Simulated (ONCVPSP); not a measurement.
# PBE ONCV dataset for palladium (Pd), scalar-relativistic all-electron reference.

| Item | Value |
| --- | --- |
| Element | Pd |
| Generator | ONCVPSP 4.0.1 |
| Type | optimised norm-conserving Vanderbilt (ONCV) |
| Functional | PBE |
| Relativity | scalar-relativistic |
| Frozen core | [Kr] |
| Valence charge | 10 |
| Reference configuration | 4d7 (charge +3) |
| Partial waves | s scattering state at 0.05 Ha: rc 1.25 bohr, ncon 5, nbas 9, qcut 6.6 1/bohr, 2 projectors, debl 2.5 Ha; p scattering state at 0.13 Ha: rc 1.35 bohr, ncon 3, nbas 6, qcut 6.5 1/bohr, 2 projectors, debl 0.3 Ha; 4d: rc 1.10 bohr, ncon 5, nbas 9, qcut 9.9 1/bohr, 3 projectors, debl 0.4 Ha |
| Local potential | polynomial inside 0.95 bohr (lpopt 5, dvloc0 0 Ha) |
| Core correction | Teter function fitted to the true core (icmod 2), fcfact 0.65 |

Does this generation succeed?

No. ONCVPSP 4.0.1 stopped with "optimize: ERROR ps0norm > uunorm, code will stop": the continuity conditions at rc already need more norm inside rc than the all-electron wave has, so norm conservation cannot be met. It happened in the s channel.
